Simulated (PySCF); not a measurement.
Molecule: `CB1OCC(C#N)CO1`, C$_{5}$H$_{8}$BNO$_{2}$.

Geometry (Å), atoms numbered from 1 in this order:
```xyz
17

C     2.8389   -0.4474    0.2548
B     1.2692   -0.2223    0.1899
O     0.7969    1.0036   -0.1694
C    -0.5845    1.2498   -0.2467
C    -1.3644    0.3449    0.7259
C    -2.7842    0.5197    0.5693
N    -3.9104    0.6552    0.4298
C    -0.9509   -1.1136    0.4533
O     0.4459   -1.2605    0.5021
H     3.3320    0.3642    0.7809
H     3.2630   -0.4771   -0.7454
H     3.0869   -1.3812    0.7480
H    -0.9282    1.0717   -1.2745
H    -0.7451    2.3062   -0.0034
H    -1.0791    0.6052    1.7529
H    -1.3793   -1.7828    1.2078
H    -1.3137   -1.4236   -0.5358
```

Frames of a GFN2-xTB Langevin trajectory at 300 K; GIAO PBE0/pcSseg-1 shieldings in PySCF 2.14.0 with density-fitted response routines, gas phase, non-relativistic; equivalent atoms averaged within each frame.

δ = σ(ref) − σ, references computed at the same level: TMS for $^{13}$C (186.93 ppm), $^{1}$H (31.72 ppm); $^{11}$B (100.07 ppm) against BF3·OEt2; H2O for $^{17}$O (336.08 ppm); NH3 for $^{15}$N (267.73 ppm). The references are static minima.

Q: How do the shifts (ppm) fluctuate along the trajectory?

A: 
```tsv
time (fs)	C6	C4/C8	C5	C1	B2	O3/O9	N7	H14/H16	H13/H17	H15
250	119.0	64.8	31.1	5.0	28.8	118.1	306.0	4.09	3.70	3.38
425	121.7	68.3	26.5	1.1	28.1	121.2	308.2	4.41	4.34	2.09
625	119.9	68.6	27.9	8.7	27.9	124.0	302.4	4.76	4.43	3.87
800	121.6	65.5	29.6	-1.4	29.2	121.2	310.4	4.45	3.88	4.13
1000	125.9	68.6	31.1	-4.1	29.7	139.2	319.7	4.04	4.23	2.84
mean of frames	121.6	67.2	29.2	1.9	28.7	124.7	309.3	4.35	4.11	3.26
standard deviation	2.6	1.9	2.0	5.1	0.8	8.3	6.5	0.29	0.31	0.82
```

5 frames give an uncertainty of the mean of about the standard deviation over 2.2 at best, since frames this close in time may not be independent; classical motion lacks zero-point vibration, and the reference would need the same averaging.
